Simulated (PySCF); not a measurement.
Isomers of C4H4. Gas-phase values, no solvent. Strings in code marks are SMILES.

The HOMO–LUMO gap from two functionals at the same geometries (B3LYP-D3(BJ)/def2-TZVP), both in PySCF: PBE-D3(BJ)/def2-TZVP and B3LYP-D3(BJ)/def2-TZVP. B3LYP has the VWN-RPA correlation part, as in Gaussian. 

| species | PBE-D3(BJ)/def2-TZVP (eV) |
|---|---|
| `C(=C)C#C` | 4.22 |
| `C=C=C=C` | 3.63 |
| `C1=CC=C1` | 1.99 |
| `C=C1C=C1` | 3.33 |

Q: What does B3LYP-D3(BJ)/def2-TZVP give for each?

A: 
- `C(=C)C#C`: 5.78
- `C=C=C=C`: 5.07
- `C1=CC=C1`: 3.60
- `C=C1C=C1`: 4.98
Over these rows, drawn at random from the members with no instability flagged (it was tested for open shells, ions and some series alone), PBE minus B3LYP-D3(BJ): mean -1.57 eV, from -1.65 eV to -1.44 eV.
